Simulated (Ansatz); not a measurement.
`[ZnH][O][GeH3]` + `CNP` → `P[NH][ZnH]` + `C[O][GeH3]`  (redistribution)

Calculated with Ansatz (gas phase, PBE0-D4/def2-TZVP geometries, no zero-point term in ΔE). CCSD(T)/CBS is the MP2 limit (def2-TZVPP, def2-QZVPP) plus CCSD(T) − MP2 in def2-TZVPP, frozen cores. For Ge, Zn outer-core shells are correlated without core-valence functions, which leaves a few kJ/mol of doubt a bond. Scalar relativity is left out up to krypton. One conformer a species, not always the lowest.

`[ZnH][O][GeH3]`:

```xyz
7

Zn    1.303   -1.509   -0.724
O     0.549    0.080   -0.591
Ge   -0.694    0.889    0.352
H     1.992   -2.844   -0.895
H    -1.549   -0.144    1.122
H    -0.015    1.844    1.355
H    -1.587    1.684   -0.619
```

`CNP`:

Z-matrix (Å, degrees):
```
C
N 1 1.448
H 1 1.093 2 110.0
H 1 1.092 2 109.0 3 117.9
H 1 1.099 2 114.1 3 -121.7
P 2 1.699 1 118.1 3 -159.3
H 2 1.009 1 113.1 3 58.0
H 6 1.420 2 98.4 1 166.7
H 6 1.434 2 104.2 1 -98.4
```

`P[NH][ZnH]`:

```xyz
7

P     0.114    0.989   -1.206
N    -0.775    0.115   -0.054
Zn   -0.147   -1.015    1.237
H     1.009   -0.003   -1.710
H     1.146    1.575   -0.410
H    -1.762    0.287   -0.154
H     0.414   -1.949    2.297
```

`C[O][GeH3]`:

Z-matrix (Å, degrees):
```
C
O 1 1.406
H 1 1.099 2 112.2
H 1 1.093 2 108.1 3 119.0
H 1 1.099 2 112.2 3 -122.0
Ge 2 1.779 1 117.8 3 61.0
H 6 1.542 2 108.9 1 -59.8
H 6 1.531 2 104.9 1 -180.0
H 6 1.542 2 108.9 1 59.9
```

```tsv
level	ΔE (eV)
HF/def2-TZVPP	0.53
CCSD/CBS(def2)	0.51
```

Task: What does CCSD(T)/CBS give? (Best estimate.)

Result: Ansatz gave: +0.51 eV. The listed levels differ from it by 0.02, 0.00 eV.

Largest T1 diagnostic among the species: 0.016.

At CCSD(T), def2-SVP lies +0.12 eV from the extrapolated value and def2-TZVPP −0.02 eV. From BLYP to BHLYP (50 % exact exchange), in def2-TZVPP and without D4, ΔE moves by +0.04 eV.
